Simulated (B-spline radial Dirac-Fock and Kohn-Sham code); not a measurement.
## Energy-loss ionisation edge N7 of Ta

System: atomic tantalum, [Xe] 4f14 5d3 6s2. Method: the first Born approximation with generalised oscillator strengths from a Dirac-Hartree-Slater potential (longitudinal and transverse terms; continuum final states only, so no white lines or fine structure). Computed with an atomic code on a B-spline grid. The edge is taken at 33.17 eV (orbital energy of the model).

Partial cross sections σ(β, Δ) in barn, integrated over a window Δ above the edge and up to the collection semi-angle β, for parallel illumination:

| E₀ (kV) | β (mrad) | Δ = 25 eV | Δ = 50 eV | Δ = 100 eV | Δ = 200 eV | Δ = 300 eV |
| --- | --- | --- | --- | --- | --- | --- |
| 60 | 5 | ? | ? | ? | ? | ? |
| 60 | 20 | 32700 | 66300 | 150000 | 271000 | 325000 |
| 60 | 100 | 37100 | 77300 | 174000 | 322000 | 398000 |
| 80 | 5 | 17800 | 35800 | 80500 | 138000 | 159000 |
| 100 | 10 | 20300 | 41200 | 94800 | 171000 | 203000 |
| 100 | 100 | 25700 | 53800 | 122000 | 228000 | 282000 |
| 120 | 10 | 18600 | 37900 | 87400 | 158000 | 189000 |
| 120 | 20 | 21700 | 44800 | 102000 | 188000 | 229000 |
| 120 | 100 | 22800 | 47800 | 109000 | 203000 | 252000 |
| 200 | 10 | 15000 | 30800 | 71300 | 131000 | 159000 |
| 200 | 20 | 16600 | 34600 | 79400 | 148000 | 182000 |
| 200 | 100 | 17000 | 35600 | 81700 | 153000 | 190000 |
| 300 | 5 | 11100 | 22900 | 53800 | 98400 | 118000 |
| 300 | 50 | 14100 | 29600 | 68300 | 129000 | 160000 |

Q: Give the row for 60 kV and 5 mrad.

A: 20300 b for 25 eV, 40500 b for 50 eV, 89400 b for 100 eV, 149000 b for 200 eV, 171000 b for 300 eV.
